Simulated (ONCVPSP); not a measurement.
# Which change was made? (Mn, ONCV)

| Item | Value |
| --- | --- |
| Element | manganese |
| Generator | ONCVPSP 4.0.1 |
| Type | optimised norm-conserving Vanderbilt (ONCV) |
| Functional | PBE |
| Relativity | scalar-relativistic |
| Frozen core | [Ne] |
| Valence charge | 15 |
| Reference configuration | 3s2 3p6 3d5 4s1.5 (charge +0.5) |
| Partial waves | 3s+4s: rc 1.25 bohr, ncon 4, nbas 7, qcut 9.8 1/bohr, 2 projectors; 3p: rc 1.20 bohr, ncon 3, nbas 7, qcut 11.7 1/bohr, 2 projectors, debl 0.5 Ha; 3d: rc 2.00 bohr, ncon 4, nbas 9, qcut 8 1/bohr, 3 projectors, debl 0.4 Ha |
| Local potential | polynomial inside 1.10 bohr (lpopt 5, dvloc0 -1 Ha) |
| Core correction | none |

In the p channel the program set the typed energies aside and used -2.151, 0.250 Ha.

Cutoffs, loose and tight: the cutoffs (Ha) at which the residual kinetic energy of the hardest occupied pseudo-wave falls to 1 and 0.1 mHa per electron. They do not see the model core or the augmentation charge, which bear on the density cutoff. Test errors are all-electron minus pseudo excitation energies from the reference, over the configurations 3s2 3p6 3d5 4s2; 3s2 3p6 3d5 4s1; 3s2 3p6 3d5 4s0; 3s2 3p6 3d5 4s1 4p1; variants that change the core or the reference have their own tests.

The base gives: outcome: generated, projector energies reset by the program; cutoff, loose: 34 Ha; cutoff, tight: 41 Ha; bound ghosts: none; GHOST(+) flags above zero: none; largest test error (meV): +0.7.

Q: After one change the result is: outcome: generated, projector energies reset by the program; cutoff, loose: 46 Ha; cutoff, tight: 63 Ha; bound ghosts: none; GHOST(+) flags above zero: none; largest test error (meV): +2.2. Which change was it?
A. s: qcut 6.4; p: qcut 7.6; d: qcut 5.2
B. s: qcut 7.5; p: qcut 8.9; d: qcut 6.1
C. s: qcut 11.8; p: qcut 14.1; d: qcut 9.6

A: C. The others give: s: qcut 7.5; p: qcut 8.9; d: qcut 6.1 → outcome: generated, projector energies reset by the program; cutoff, loose: 29 Ha; cutoff, tight: 73 Ha; bound ghosts: d; GHOST(+) flags above zero: d; largest test error (meV): -9.6 | s: qcut 6.4; p: qcut 7.6; d: qcut 5.2 → outcome: generated, projector energies reset by the program; cutoff, loose: 72 Ha; cutoff, tight: 84 Ha; bound ghosts: d; GHOST(+) flags above zero: d; largest test error (meV): -21.
